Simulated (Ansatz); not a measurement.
Harmonic frequencies (cm⁻¹) at PBE0-D4/def2-TZVP from Ansatz: 49, 108, 234, 314, 341, 398, 464, 546, 572, 658, 680, 874, 927, 990, 1178, 1349, 1842, 2179, 2187, 2534, 3854.

Each molecule was computed in one conformer, which needn't be the lowest.

(1) Which molecule is it?
A. `OB[SiH2][ZnH]`
B. `S/C=[N]/[GeH2][Cl]`
C. `B[O][Zn][SiH3]`
D. `B[O][AlH][NH2]`

## Answers

(1) A.
